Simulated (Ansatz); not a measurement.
Consider the ligand exchange at a Ge–O bond: `[F][GeH2][O][GeH3]` + `[NH2][GeH3]` → `[F][GeH2][NH][GeH3]` + `[OH][GeH3]`.

Calculated with Ansatz (gas phase, PBE0-D4/def2-TZVP geometries, no zero-point term in ΔE). CBS: MP2 limit from def2 TZ/QZ plus the TZ coupled-cluster correction, frozen cores. Functionals use def2-TZVPP. B3LYP here is the variant with VWN-RPA as its local correlation; programs differ in this. For Ge outer-core shells are correlated without core-valence functions, which leaves a few kJ/mol of doubt a bond. Scalar relativity is left out up to krypton. One conformer a species, not always the lowest.

```tsv
level	ΔE (kJ/mol)	difference from CCSD(T)/CBS
r2SCAN-D4	24.2	4.3
ωB97X-V	23.0	3.1
ωB97M-V	22.0	2.1
PBE	20.4	0.5
B3LYP	24.8	4.9
HF/def2-TZVPP	30.0	10.1
MP2/def2-TZVPP	20.2	0.3
SCS-MP2/def2-TZVPP	22.9	3.0
CCSD(T)/def2-TZVPP	21.3	1.4
CCSD/CBS(def2)	20.5	0.6
CCSD(T)/CBS	19.9	0
```

Largest T1 diagnostic among the species: 0.012.

In def2-TZVPP, CCSD(T) changes the Hartree–Fock value by −8.8 kJ/mol (the triples alone add −0.7 kJ/mol) and MP2 by −9.8 kJ/mol.
